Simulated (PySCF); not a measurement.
An unknown shows these calculated signals:

1H NMR (400 MHz, computed): δ 6.01 (m, 1H), 5.47 (m, 1H), 5.41 (m, 1H), 4.10 (br, 1H), 3.96 (m, 2H), 3.50 (m, 2H), 1.71 (m, 2H), 1.61 (m, 1H).

13C{1H} NMR (computed): δ 143.6 (CH), 125.7 (CH2), 67.4 (CH2), 39.7 (CH), 37.2 (CH2).

PySCF 2.14 calculation with shielding tensors at PBE0/pcSseg-1 (GIAO) and PBE0-D3(BJ)/def2-SVP geometry; isolated molecule, a single conformation, non-relativistic Hamiltonian, equivalent nuclei averaged.

Referencing at the same level of theory: 1H and 13C vs TMS.

Q: Which of these does the molecule contain: a C≡C triple bond, a non-aromatic C=C double bond, a Si–CH3 group, an OH group, a vinyl group CH=CH2?

A: 
- A C≡C triple bond: no.
- A non-aromatic C=C double bond: yes.
- A Si–CH3 group: no.
- An OH group: no.
- A vinyl group CH=CH2: yes (δC 125.7, 143.6; δH 5.47 (m), 5.41 (m), 6.01 (m)).

The data belong to `C1C(CC=C)COBO1`, C6H11BO2; they needn't prove each group on their own.

Carbon signals by region: 2 in the sp2 and nitrile region (100–160 ppm), 1 at 50–100 ppm, 2 below 50 ppm.

Hydrogens on boron are broadened and split by 11B (spin 3/2, 80 %) and 10B (spin 3). Shifts are as computed. Against solution values, carbons near 30 ppm lie about +2 ppm off and those near 130 ppm about +5 ppm. Of 1309 compounds with measured shifts, 239 miss one by over three times the rms of a fit or turn the order of signals round; such compounds aren't used in these exercises. No couplings were computed; multiplicities are counted from neighbouring protons, with m where these are inequivalent, close in shift, in a saturated or five-membered ring or joined by F or P, and br s for small geminal =CH2 splittings.
